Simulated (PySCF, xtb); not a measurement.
C₅H₁₀, SMILES CC1CCC1.

xtb with GFN2-xTB at its own geometry gives an orbital gap of 12.32 eV and a dipole moment of 0.12 D.

The structure is a stationary point at PBE0-D3(BJ)/def2-SVP.

### Question
What does PBE/def2-TZVP (PySCF) give? (Estimate from the structure and the level; the computed values follow.)

### Answer
gap 7.49 eV (levels -7.00 and 0.49 eV), dipole 0.12 D.
